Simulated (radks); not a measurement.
Species: Gd II. Configuration: [Xe] 4f7 5d0.5 6s1 6p0.5 (fractional occupations, a model configuration).

Calculated with a radial shooting solver on a logarithmic mesh with Libxc functionals: scalar-relativistic Kohn-Sham, LDA (Slater exchange, Perdew-Wang correlation), spin-polarised, spherical densities, finite nucleus; open shells are filled with parallel spins first (spin-orbit coupling, left out, can overturn this in heavy ions); Fermi nuclear charge, rms radius 5.1569 fm.

Energy parts (hartree):
total: -11262.7630
kinetic: 12089.0841
electron-nucleus: -27462.2947
Hartree: 4351.5730
exchange-correlation: -241.1253

Orbitals (lengths in bohr, moments of r in powers of bohr; r(max) is where P^2 peaks; r(90%) holds 90 % of the orbital's charge):
orbital  occ.  eigenvalue (hartree)  r(90%)   r(max)      <r^2>
1s up       1             -1839.486  0.0397  0.01393  0.0006559
1s down     1             -1839.485  0.0397  0.01393  0.0006559
2s up       1             -303.9954   0.144  0.07907    0.01029
2s down     1             -303.9906   0.144  0.07907    0.01029
2p up       3             -270.7095   0.134  0.06396   0.008287
2p down     3             -270.7059   0.134  0.06396   0.008287
3s up       1             -67.61945   0.359   0.2245    0.06845
3s down     1             -67.51887   0.359   0.2244    0.06834
3p up       3             -57.30338   0.364   0.2203    0.06860
3p down     3             -57.20361   0.364   0.2201    0.06846
3d up       5             -43.63257   0.345   0.1800    0.05761
3d down     5             -43.55431   0.344   0.1799    0.05745
4s up       1             -13.90576   0.795   0.5158     0.3456
4s down     1             -13.68352   0.795   0.5156     0.3457
4p up       3             -10.50240   0.852   0.5383     0.3901
4p down     3             -10.28244   0.853   0.5381     0.3906
4d up       5              -5.79007   0.956   0.5590     0.4696
4d down     5              -5.57430   0.959   0.5588     0.4718
5s up       1              -2.17203    1.90    1.190      1.968
5s down     1              -2.05359    1.93    1.201      2.022
5p up       3              -1.33331    2.26    1.345      2.702
5p down     3              -1.23863    2.30    1.364      2.794
4f up       7              -0.68864    1.45   0.5657     0.9384
4f down     0              -0.49640    1.55   0.5688      1.059
6s up       1              -0.39719    5.06    3.119      13.80
5d up     0.5              -0.38205    3.82    1.887      7.037
6s down     0              -0.34181    5.28    3.171      14.81
5d down     0              -0.32069    3.95    1.932      7.507
6p up     0.5              -0.25258    6.32    3.893      21.50
6p down     0              -0.20807    6.87    4.091      24.92

The highest occupied level is 6p up at -6.873 eV. The configuration is held as typed, so some empty levels lie below it. Summed over all electrons, <r^2> = 64.05 bohr^2, which gives a Langevin (diamagnetic) susceptibility term of -50.7 x 10^-6 cm^3/mol. The density falls to 0.001 e/bohr^3 at r = 4.81 bohr. The spin density at the nucleus is 37.32 e/bohr^3 (1s 0.11, 2s -1.44, 3s -15.15, 4s 1.87, 5s 13.11, 6s 38.83). Spin moment in Bohr magnetons: 9.
